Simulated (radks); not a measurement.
Valence configurations of Ba II (all share [Xe]). Calculated with a radial shooting solver on a logarithmic mesh with Libxc functionals: Dirac Kohn-Sham, BLYP, spin-unpolarised, spherical densities, finite nucleus; open shells fill j = l - 1/2 first; Fermi nuclear charge, rms radius 4.8378 fm. Energies are relative to 6s1; eigenvalues in eV.

valence      E (eV)  e(4f5/2)  e(5d3/2)  e(6p1/2)  e(6s1/2)
6s1           0.000         -         -         -    -7.582
5d0.5 6s0.5   0.321         -    -6.466         -    -7.207
5d1           0.737         -    -5.924         -         -
4f0.5 6s0.5   2.291    -2.167         -         -    -7.208
6p1           2.509         -         -    -5.566         -
4f1           4.879    -2.097         -         -         -

NIST lists [Xe] 6s1 as the ground configuration; this level of theory agrees among the configurations tried. The energies are those of spherical spin-averaged densities, not of single terms.
